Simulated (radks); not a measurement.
Values are calculated unless marked as measured or tabulated.
Initial-state core-level shifts of the krypton ion Kr3+ when its valence configuration changes from [Ar] 3d10 4s2 4p3. Level of theory: Dirac Kohn-Sham, PBE, spin-unpolarised, spherical densities, finite nucleus; open shells fill j = l - 1/2 first; Fermi nuclear charge, rms radius 4.1884 fm (a radial shooting solver on a logarithmic mesh with Libxc functionals). Shifts are changes of the shell-averaged eigenvalues in eV (positive: less bound); the change of the density at the nucleus, which sets a Mossbauer isomer shift, is in e/bohr^3, on a base of 4.943e+04.

\begin{tabular}{lrrrrr}
valence & 1s & 2p & 3s & 3p & density at nucleus \\ \hline
3d10 4p5 & -3.152 & -3.051 & -3.110 & -3.089 & -101.369 \\
3d10 4s1.5 4p3.5 & -0.802 & -0.776 & -0.789 & -0.784 & -24.901 \\
3d9 4s2 4p4 & -17.633 & -19.345 & -14.680 & -14.471 & +21.383 \\
3d8 4s2 4p5 & -36.047 & -39.612 & -29.571 & -29.178 & +44.083 \\
3d7.5 4s2 4p5.5 & -45.546 & -50.084 & -37.088 & -36.614 & +55.908 \\
3d9 4s1 4p5 & -19.127 & -20.799 & -16.158 & -15.938 & -33.195 \\
3d10 4s1 4p4 & -1.594 & -1.543 & -1.570 & -1.560 & -50.100 \\
3d9 4s1.5 4p4.5 & -18.384 & -20.076 & -15.423 & -15.208 & -5.764 \\
3d9.5 4s2 4p3.5 & -8.718 & -9.556 & -7.312 & -7.204 & +10.522 \\
\end{tabular}
